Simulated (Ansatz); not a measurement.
VF3, SMILES [F][V]([F])[F] (connectivity only; charge and spin as stated), neutral, multiplicity 3.

Coordinates come from a PBE-D3(BJ)/def2-SVP optimisation. The multiplicity is an assumed one; other spin states were not compared.

Two levels are set side by side: PBE/def2-SVPD (Ansatz, a first-principles code) and ωB97X-V/def2-SVPD (Ansatz). Energy differences of separate SCF runs at the same geometry; the states with an electron removed or added have multiplicity 2 and 4. Differences are taken from unrounded values.

```json
[
 {"quantity": "vertical ionisation energy (eV)", "PBE": "9.84"},
 {"quantity": "vertical electron affinity (eV)", "PBE": "1.04"}
]
```

Question: These are the PBE values. What does ωB97X-V give? (Estimate from the structure and the level; the computed values follow.)

Answer: 
```tsv
quantity	ωB97X-V	PBE minus ωB97X-V
vertical ionisation energy (eV)	10.92	-1.08
vertical electron affinity (eV)	1.24	-0.20
```
